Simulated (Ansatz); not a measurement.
Input file for Ansatz (a first-principles code): R-CCSD(T)/cc-pV(Q+d)Z on CH3Cl (SMILES CCl). The basis file is the Basis Set Exchange's JSON of that set.

Ansatz 0.2 input:
```yaml
crystal:
  periodic: [false, false, false]
  atoms:
    - {symbol: C, position_ang: [-0.15351198, -0.00820057, -0.00398387]}
    - {symbol: Cl, position_ang: [1.63773770, 0.08749701, 0.04251537]}
    - {symbol: H, position_ang: [-0.44022560, -0.64824064, -0.83288466]}
    - {symbol: H, position_ang: [-0.49808023, -0.42567868, 0.93724953]}
    - {symbol: H, position_ang: [-0.54591989, 0.99462288, -0.14289636]}
basis:
  gaussian:
    orbitals: cc-pV_Q+d_Z.json
magnetization: {spin_polarized: false}
correlation: {method: ccsd_t, electrons: outside_noble_gas}
scf: {lower_state_search: off}
```

Q: What total energy does the run end on?

A: -499.6047 hartree (reference determinant -499.1551, T1 diagnostic 0.008).

Q: How many basis functions does it have, and what does it roughly cost on one machine?

A: 209 functions; roughly 30 core-seconds.
